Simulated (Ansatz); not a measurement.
A run for Ansatz (a program for electronic structure): R-PBE0/def2-TZVPP on BFH3NO (SMILES NB(O)F), a point of a torsion scan.

Ansatz 0.2 input:
```yaml
crystal:
  periodic: [false, false, false]
  atoms:
    - {symbol: N, position_ang: [1.04574359, -0.25260266, 0.20347377]}
    - {symbol: B, position_ang: [-0.05034525, 0.52204887, -0.18761965]}
    - {symbol: O, position_ang: [-1.04908682, 0.02272190, -0.94063926]}
    - {symbol: F, position_ang: [-0.17120752, 1.77109947, 0.31241470]}
    - {symbol: H, position_ang: [1.92471560, 0.16191853, 0.45386536]}
    - {symbol: H, position_ang: [1.14444953, -1.18656982, -0.15259540]}
    - {symbol: H, position_ang: [-1.79383717, 0.61329030, -1.04914366]}
basis:
  gaussian:
    orbitals: def2-TZVPP
hamiltonian:
  xc: {name: PBE0}
scf: {lower_state_search: off}
```

Program output:

```
WARN ansatz: RAYON_NUM_THREADS=1 ignored (pool sized by the plan → 1); use --threads N
Functional definition: PBE0
these checks for a lower state are left out or cut short: stability, starts, cluster_reference, orbital_swaps, neighbouring_geometries, increment
integrals: 0.06 GiB planned
808 factors; their error is unknown
mean field: 0.59 GiB planned
mean field evaluation 1: about -6970.4061 eV, gradient 7.3e1 eV
mean field evaluation 2: about -6963.7935 eV, gradient 9.3e1 eV
mean field evaluation 4: about -6979.1067 eV, gradient 4.4e0 eV
mean field evaluation 8: about -6979.1316 eV, gradient 3.6e-2 eV
mean field evaluation 16: about -6979.1543 eV, gradient 8.6e-6 eV
mean field -6979.15425757 eV, -256.4791883250 hartree, gradient 8.6e-6 eV, S^2 0.000000; 0 other end points of the search recorded, 0 dependent functions left out
reference -6979.15428440 eV, -256.4791893111 hartree; 16, 16 occupied and 150, 150 virtual orbitals, 808 factors
Total energy: -6979.15428440 eV, -256.4791893111 hartree
Checks for a lower state left out: stability, starts, cluster_reference, orbital_swaps, neighbouring_geometries, increment
```

Self-consistency was reached.

Cost: very roughly 1.2 core-seconds.
